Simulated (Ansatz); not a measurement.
Frontier orbitals of CH7SbSi (`[SiH3][CH2][SbH2]`).

Charge 0, multiplicity 1. Correlated methods include outer-core shells of Sb, which these sets cover unevenly. Sb: def2 effective core potential. The structure was optimised at the PBE0-D4/def2-TZVP level. Basis def2-TZVPP, the Gaussian-basis code of Ansatz.

Orbital energies of one run (eV). Highest occupied ones, from the top: -9.24, -11.15, -11.70, -11.93, -11.97, -12.67, -14.67, -17.43, -18.48, -22.80, -38.17, -38.25, -38.26, -38.39. Empty: 1.32, 1.89, 2.60, 3.26, 3.49, 3.58.

(1) Which functional gave them?
A. BLYP
B. ωB97X-V
C. revPBE
D. B3LYP

Results:

(1) B. HOMO energies: ωB97X-V -9.24, B3LYP -6.92, revPBE -6.05, BLYP -5.97 eV.

B3LYP here is the variant with VWN-RPA as its local correlation; programs differ in this.
